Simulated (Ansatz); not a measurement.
**HF ··· H₂**

The pair of HF (SMILES F, atoms 1–2) and H₂ (SMILES [H][H], atoms 3–4), both closed shells, in one local arrangement (a lower one may exist), relaxed at PBE0-D4/def2-TZVP:

```
4
angstrom
F -0.1786 -0.5413 -1.4851
H 0.1285 0.3245 -1.4280
H -0.0542 -0.1219 1.1733
H 0.1042 0.3387 1.7397
```

Computed with Ansatz 0.2.0 (basis: def2-TZVPPD, with def2-QZVPPD for the basis limit); correlated methods freeze the cores. B3LYP uses VWN-RPA correlation. Extrapolation: Hartree–Fock as exp(−7.88 √X), correlation as X^−2.97. Interaction energies count from these two fragments, frozen as in the pair, with the counterpoise correction; negative means bound.

Question: What is the interaction energy by CCSD(T) at an estimated basis limit (MP2 extrapolated from triple and quadruple zeta, plus CCSD(T) − MP2 in triple zeta)? (An estimate is asked for; the value comes from the calculation.)

Answer: Computed: -0.35 kcal/mol. Hartree–Fock alone gives -0.01 kcal/mol at the basis limit. It counts from the two fragments frozen as in the pair.

The same quantity by other methods in triple zeta, and each one's difference from that estimate:
| method | E_int (kcal/mol) | difference |
| --- | --- | --- |
| PBE-D4 | -0.55 | -0.20 |
| revPBE-D4 | -0.25 | 0.09 |
| BLYP-D4 | -0.17 | 0.18 |
| r2SCAN-D4 | -0.34 | 0.01 |
| B97M-V | -0.43 | -0.08 |
| PBE0-D4 | -0.46 | -0.11 |
| B3LYP-D4 | -0.28 | 0.06 |
| HSE06-D4 | -0.48 | -0.13 |
| wB97X-V | -0.42 | -0.07 |
| wB97M-V | -0.36 | -0.01 |
| B2PLYP | -0.21 | 0.13 |
| HF | -0.01 | 0.34 |
| MP2 | -0.26 | 0.09 |
| CCSD | -0.25 | 0.10 |
| CCSD(T) | -0.29 | 0.05 |
Differences are method less estimate.

Basis-set superposition shift (counterpoise-corrected less uncorrected): CCSD(T) 0.09; MP2 0.08; HF 0.01; PBE0-D4 0.01; wB97M-V 0.02 kcal/mol.

The T1 diagnostic stays at or below 0.011.

For scale, one of the runs: CCSD(T)/def2-TZVPPD, 91 basis functions, launched by `ansatz run in.yaml --threads 2 --pin off --events-out ev --progress --plain --max-ram 5222MiB`. Hardware: 2 CPU threads of an AMD EPYC 7R43, shared host. Wall time about 1.2 s.
